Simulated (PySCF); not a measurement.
Si(Me)(Vi)(OH)(OMe), SMILES C=C[Si](O)(OC)C (GFN2-xTB optimised geometry):

```
17

C     -0.866    -1.727    -1.874
C     -1.230    -0.510    -1.499
Si    -0.545     0.423     0.000
C      1.356     0.423     0.000
O     -1.076     1.960     0.000
O     -1.177    -0.191     1.386
C     -1.067    -1.503     1.851
H     -1.304    -2.231    -2.723
H     -0.101    -2.280    -1.351
H     -1.998    -0.013    -2.080
H      1.758    -0.581    -0.107
H      1.746     1.019    -0.818
H      1.745     0.839     0.925
H     -1.758     2.210     0.618
H     -1.438    -2.210     1.105
H     -0.027    -1.747     2.081
H     -1.666    -1.588     2.758
```

Level of theory: CAM-B3LYP/def2-SVP in PySCF.

Task: What are the frontier orbital energies and the dipole moment?

Result: HOMO-2 -9.83 eV, HOMO-1 -9.16 eV, HOMO -8.92 eV, LUMO 1.12 eV, LUMO+1 2.45 eV; dipole moment 1.55 D.

On the same geometry PBE/def2-SVP run with PySCF gives HOMO-2 -6.75 eV, HOMO-1 -6.52 eV, HOMO -6.06 eV, LUMO -1.12 eV, LUMO+1 0.72 eV; dipole moment 1.38 D.

Meta-Löwdin charges at CAM-B3LYP/def2-SVP: C1 -0.19, C2 -0.36, Si3 1.27, C4 -0.57, O5 -0.72, O6 -0.62, C7 -0.06, H8 0.10, H9 0.09, H10 0.11, H11 0.11, H12 0.12, H13 0.11, H14 0.33, H15 0.09, H16 0.09, H17 0.11.
